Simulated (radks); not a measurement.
Results of a calculation; reference values are marked as such.
Excited configurations of Br IV: one electron is placed in a higher orbital outside [Ar] 3d10 4s2 4p1. The ground configuration is [Ar] 3d10 4s2 4p2. Code: a radial shooting solver on a logarithmic mesh with Libxc functionals. Model: non-relativistic Kohn-Sham, LDA (Slater exchange, Perdew-Wang correlation), spin-polarised, spherical densities, point nucleus; open shells are filled with parallel spins first. Excitation = E - E(ground); binding = E(ion) - E, where the ion is the core of charge +4; n* = 4/sqrt(2 binding) in atomic units, and the quantum defect is n - n*.

| outer orbital | excitation (eV) | binding (eV) | n* | eigenvalue (eV) | <r> (bohr) |
|---|---|---|---|---|---|
| 4d | 19.204 | 27.770 | 2.800 | -23.348 | 2.374 |
| 4f | 31.997 | 14.977 | 3.812 | -12.498 | 3.863 |
| 5p | 26.107 | 20.868 | 3.230 | -18.474 | 3.825 |
| 5d | 32.155 | 14.820 | 3.833 | -13.038 | 4.959 |
| 5f | 37.170 | 9.804 | 4.712 | -8.528 | 6.949 |
| 6s | 32.951 | 14.023 | 3.940 | -12.577 | 5.985 |
| 6p | 34.727 | 12.247 | 4.216 | -10.950 | 6.621 |
| 7s | 37.967 | 9.007 | 4.916 | -8.123 | 9.291 |
| 7p | 38.896 | 8.079 | 5.191 | -7.271 | 10.14 |
| 7d | 40.459 | 6.515 | 5.780 | -5.849 | 12.13 |
| 7f | 41.991 | 4.984 | 6.609 | -4.463 | 15.30 |

The Delta-SCF ionisation energy is 46.974 eV (NIST Atomic Spectra Database: 47.78 eV, measured). Self-interaction in the functional shifts the binding energies and quantum defects, so they are the method's values and not measured ones. Open shells are spherical and high-spin; term and fine-structure splittings are not resolved.
